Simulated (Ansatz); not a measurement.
Two isomers of CH8GaNSi: A = `[SiH3]C[NH][GaH2]`, B = `CN[SiH2][GaH2]`.

Program: Ansatz. Geometries: PBE0-D4/def2-TZVP. ΔE: electronic, gas phase. CCSD(T)/CBS adds triple-zeta CCSD(T) − MP2 to the extrapolated MP2 energy (def2 sets, frozen cores). DFT in def2-TZVPP. For Ga outer-core shells are correlated without core-valence functions, which leaves a few kJ/mol of doubt a bond. Scalar relativity is left out up to krypton. One conformer a species, not always the lowest.

Which is lower in electronic energy at CCSD(T)/CBS, and by how much? (Best estimate.)

Ansatz gave: B, by 1.8 kcal/mol.

Give E(B) − E(A) in kcal/mol with CCSD(T)/def2-TZVPP, PBE-D4, PBE0-D4, BLYP-D4, B2PLYP, CCSD/def2-TZVPP, MP2/def2-TZVPP. (Estimate.)

Ansatz gave: CCSD(T)/def2-TZVPP -1.4, PBE-D4 -3.2, PBE0-D4 -4.2, BLYP-D4 -1.8, B2PLYP -2.1, CCSD/def2-TZVPP -2.2, MP2/def2-TZVPP -0.3. None reverses the order clearly.

Does the order hold for the free energy at 298.15 K (harmonic terms from PBE0-D4)? (Best estimate.)

The calculation gave: Yes: G(B) − G(A) = -1.1 kcal/mol, for one conformer each. Modes under 60 cm⁻¹, often nearly free rotors, make the harmonic entropy too high.

Largest T1 diagnostic: 0.015.

From r2SCAN to r2SCAN0 (25 % exact exchange), in def2-TZVPP and without D4, E(B) − E(A) moves by −1.1 kcal/mol. Leaving LDA and LC-ωPBE aside and taking each functional with its dispersion term where it has one, the values, not all of them listed here, spread over 2.4 kcal/mol, from HSE06-D4 to BLYP-D4. LDA lies +2.0 kcal/mol from PBE without D4.
